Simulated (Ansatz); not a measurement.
`CBI` + `O/C=C\F` → `CB/C(F)=C\O` + HI  (formal exchange of groups at a B–I bond)

Calculated with Ansatz (gas phase, PBE0-D4/def2-TZVP geometries, no zero-point term in ΔE). CBS: MP2 limit from def2 TZ/QZ plus the TZ coupled-cluster correction, frozen cores. Double bonds are as drawn, so ΔE can hold a change between cis and trans. DFT in def2-TZVPP. B3LYP here is the variant with VWN-RPA as its local correlation; programs differ in this. Elements past krypton have def2 core potentials. For I outer-core shells are correlated without core-valence functions, which leaves a few kJ/mol of doubt a bond. Each species was taken in one conformer, which may not be the lowest.

Question: Is it downhill or uphill in electronic energy at CCSD(T)/CBS, and by how much? (Best estimate.)

Answer: The calculation gave: Uphill: ΔE = +13.5 kcal/mol.

Question: What do these levels give: PBE-D4, r2SCAN-D4, PBE0-D4, ωB97X-V, B2PLYP, PBE, r2SCAN, B3LYP, HF/def2-TZVPP, CCSD/def2-TZVPP, HF/def2-QZVPP, SCS-MP2/def2-QZVPP? (An estimate is asked.)

Answer: Ansatz gave: PBE-D4 10.5, r2SCAN-D4 10.8, PBE0-D4 11.3, ωB97X-V 11.0, B2PLYP 11.7, PBE 10.7, r2SCAN 10.9, B3LYP 10.3, HF/def2-TZVPP 12.6, CCSD/def2-TZVPP 12.4, HF/def2-QZVPP 12.8, SCS-MP2/def2-QZVPP 14.1 kcal/mol.

Largest T1 diagnostic among the species: 0.013.

From PBE to PBE0 (25 % exact exchange), in def2-TZVPP and without D4, ΔE moves by +0.8 kcal/mol.
